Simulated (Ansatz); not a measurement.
Consider the hydrogen abstraction from a C–H bond: `CB(C)N` + `[SiH3]`• → `[CH2]B(C)N`• + SiH₄.

Program: Ansatz. Geometries: PBE0-D4/def2-TZVP. ΔE: electronic, gas phase. CCSD(T)/CBS is the MP2 limit (def2-TZVPP, def2-QZVPP) plus CCSD(T) − MP2 in def2-TZVPP, frozen cores. This one scheme is used for every species. DFT in def2-TZVPP. HSE06 is defined as in plane-wave codes. No spin–orbit coupling; open shells (•) take unrestricted orbitals. One conformer a species, not always the lowest.

Task: Is it downhill or uphill in electronic energy at CCSD(T)/CBS, and by how much? (Estimate.)

Result: Computed: Uphill: ΔE = +0.33 eV.

Task: What do these levels give: HSE06-D4, HSE06, CCSD/def2-SVP, SCS-MP2/def2-TZVPP, SCS-MP2/def2-QZVPP, CCSD/CBS(def2)? (Estimate.)

Result: Ansatz gave: HSE06-D4 0.39, HSE06 0.39, CCSD/def2-SVP 0.36, SCS-MP2/def2-TZVPP 0.36, SCS-MP2/def2-QZVPP 0.35, CCSD/CBS(def2) 0.30 eV.

Largest T1 diagnostic among the species: 0.015.

From BLYP to BHLYP (50 % exact exchange), in def2-TZVPP and without D4, ΔE moves by −0.06 eV. In def2-TZVPP, CCSD(T) changes the Hartree–Fock value by +0.27 eV (the triples alone add +0.03 eV) and MP2 by +0.38 eV.
